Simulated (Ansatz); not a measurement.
Reaction (formal exchange of groups at the Si–O bond): `[SiH3][O][Hf]([Cl])([Cl])[Cl]` + `BC` → `BC[SiH3]` + `[OH][Hf]([Cl])([Cl])[Cl]`

Calculated with Ansatz (gas phase, PBE0-D4/def2-TZVP geometries, no zero-point term in ΔE). CCSD(T)/CBS is the MP2 limit (def2-TZVPP, def2-QZVPP) plus CCSD(T) − MP2 in def2-TZVPP, frozen cores. This one scheme is used for every species. DFT in def2-TZVPP. Elements past krypton have def2 core potentials. For Hf outer-core shells are correlated without core-valence functions, which leaves a few kJ/mol of doubt a bond. One conformer a species, not always the lowest.

```tsv
species	r2SCAN0 energy (Eh)
`[SiH3][O][Hf]([Cl])([Cl])[Cl]`	-1795.39887
`BC`	-65.91010
`BC[SiH3]`	-356.58781
`[OH][Hf]([Cl])([Cl])[Cl]`	-1504.68518
```

Task: Work out ΔE.

Result: ΔE = (-356.58781) + (-1504.68518) − (-1795.39887) − (-65.91010) = 0.03598 Eh = +94.5 kJ/mol. CCSD(T)/CBS gives +97.6 kJ/mol.

Largest T1 diagnostic among the species: 0.014.

Leaving LDA and LC-ωPBE aside and taking each functional with its dispersion term where it has one, the values, not all of them listed here, spread over 26.8 kJ/mol, from revPBE-D4 to BHLYP-D4. LDA lies −7.3 kJ/mol from PBE without D4. From BLYP to BHLYP (50 % exact exchange), in def2-TZVPP and without D4, ΔE moves by +8.6 kJ/mol. In def2-TZVPP, CCSD(T) changes the Hartree–Fock value by −20.1 kJ/mol (the triples alone add −2.7 kJ/mol) and MP2 by −19.4 kJ/mol.
